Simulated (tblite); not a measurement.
Compound: C₆H₁₀NO (doublet state).
Bonds: N1–C2 (double), C2–C3, C3–C4, C4–C5, C5–C6, C6–O7, O7–C8, C5–C8. Hydrogens: H9 on C2; H10, H11 on C3; H12, H13 on C4; H14 on C5; H15, H16 on C6; H17, H18 on C8.

Structure optimised with GFN2-xTB, isolated species. This method treats the open shell by occupation alone, without spin polarisation.

Question: List the bond lengths, angles and torsions at this level.

Answer: 
```csv
bond,length (pm),order
N1=C2,121.7,double
C2–C3,151.9,single
C3–C4,152.7,single
C4–C5,152.2,single
"C5–C6, C5–C8",153.5,single
"C6–O7, O7–C8",142.9,single
C2–H9,110.1,single
"C3–H10, C3–H11",109.1,single
"C4–H12, C4–H13",109.3,single
C5–H14,109.1,single
"C6–H15, C8–H17",109.3,single
"C6–H16, C8–H18",109.4,single
```

Bonds in one row agree within 1 pm and their mean is given. Orders are formal, as drawn. A selection of angles:
```csv
angle,degrees
N1–C2–C3,127.3
C2–C3–C4,110.9
C3–C4–C5,111.7
C4–C5–C6,116.1
C6–C5–C8,84.5
C5–C6–O7,91.6
C6–O7–C8,92.5
```

Torsions: N1–C2–C3–C4 121° (anticlinal); C2–C3–C4–C5 -64° (synclinal); C3–C4–C5–C6 -172° (antiperiplanar); C4–C5–C6–O7 117° (anticlinal); C5–C6–O7–C8 0° (synperiplanar); C6–O7–C8–C5 0° (synperiplanar); C4–C5–C8–O7 -117° (anticlinal). The mirror-image conformer, all signs reversed, is as good.

C2 (carbon bonded to C, N and H) is planar (angles 127.3°, 121.3° and 111.5°, sum 360.0°, 0.00 Å off the plane of its three neighbours). Of the pairs four or more bonds apart, C2···H14 is among the closest relative to their van der Waals radii: 2.65 Å, 91 % of the sum of Bondi's values. O7 (oxygen bonded to 2 C) is bent (angle 92.5°). The 4-membered ring C5–C6–O7–C8 has internal angles of 84.5° to 92.5°; it is planar, 0.00 Å rms from its mean plane, widest ring torsion 0°.

Point group: C1 (no symmetry element, even within 0.4 Å). Its GFN2-xTB frequencies are all real (lowest 48 cm⁻¹).

All values are computed, not measured.
